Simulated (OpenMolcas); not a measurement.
## Au4+: moving or changing the point charges

Au4+ among 6 point charges of -1.7 e arranged as a trigonal prism (D3h), 2.12 Å from the ion, with a polar angle of 44.7° against the regular 49.1°.
```
   1.4907    0.0000    1.5074  -1.70
  -0.7453    1.2910    1.5074  -1.70
  -0.7453   -1.2910    1.5074  -1.70
   1.4907    0.0000   -1.5074  -1.70
  -0.7453    1.2910   -1.5074  -1.70
  -0.7453   -1.2910   -1.5074  -1.70
```

```yaml
Program: OpenMolcas 26.06
Method: "SS-CASPT2, IPEA 0.25 Eh, imaginary shift 0.1 Eh (closed shells correlated: 4f 5s 5p)"
Basis: ANO-RCC-VDZP [7s6p4d2f]
Scalar_Hamiltonian: DKH2, point nucleus
Active_space: 7 electrons in 5 orbitals (5d)
State_averaging: 2S+1 = 4 even, 10 roots; 2S+1 = 2 even, 40 roots
Spin-orbit_coupling: state interaction with AMFI integrals over the reference wave functions
```

Runs around this geometry, states (labels of D3, the rotations of D3h). Energies in cm-1 above the lowest state or level, χT in cm3 K/mol.

```csv
R (Å),q (e),Polar angle / regular,Ground state,First state of that spin,First gap with spin-orbit (degeneracies),χT at 300 K,First state of another spin
2.12,-1.7,0.84,4A2,4E 1960,"360 (2, 2)",3.534,2E 12330
2.12,-0.85,0.91,4E,4A1 560,"280 (2, 2)",4.764,2A1 14190
1.95,-1.7,0.91,4A2,4E 370,"110 (2, 2)",3.481,2E 10190
2.12,-1.7,0.91,4E,4A2 490,"650 (2, 2)",4.002,2E 12140
2.31,-1.7,0.91,4E,4A1 920,"470 (2, 2)",4.457,2E 13450
```

The ground state changes within this set.

Roots that are degenerate in the reference are averaged as groups; the widest CASPT2 spread within a group is 110 cm-1 (the 2-fold group of multiplicity 4 near 366 cm-1 above the lowest state of its run, R = 1.95, q = -1.7, ratio = 0.91). Shifts and gaps below about the spread of the groups concerned are not significant. This shell can be high or low spin here, a state of another spin lies low, and with metal d orbitals alone active their balance is uncertain, so the ground spin may be wrong. Point charges give a weaker field than real ligands, and real ions of this kind are as a rule low spin; the high spin found here belongs to the model. Free-ion shares, where given, are those of the reference states; single-state CASPT2 does not remix them. Spin-orbit coupling mixes the spin-free states strongly: the lowest level takes only 38 % from its leading state, 4A2 (figures for R = 2.12, q = -1.7, ratio = 0.84; the like holds for R = 2.12, q = -0.85, ratio = 0.91, R = 1.95, q = -1.7, ratio = 0.91, R = 2.12, q = -1.7, ratio = 0.91, R = 2.31, q = -1.7, ratio = 0.91). An orbital doublet at a regular site is open to a Jahn-Teller distortion, which this geometry leaves out (holds for R = 2.12, q = -0.85, ratio = 0.91; R = 2.12, q = -1.7, ratio = 0.91; R = 2.31, q = -1.7, ratio = 0.91). The ground term spreads over less than 5000 cm-1, several times less than with real ligands, so orbital moments are less quenched and χT lies further from the spin-only value than at real sites (holds for R = 2.12, q = -0.85, ratio = 0.91; R = 2.12, q = -1.7, ratio = 0.91; R = 2.31, q = -1.7, ratio = 0.91). Point charges carry no covalency, so the field is a model and not that of real ligands. No measured value stands beside these numbers.
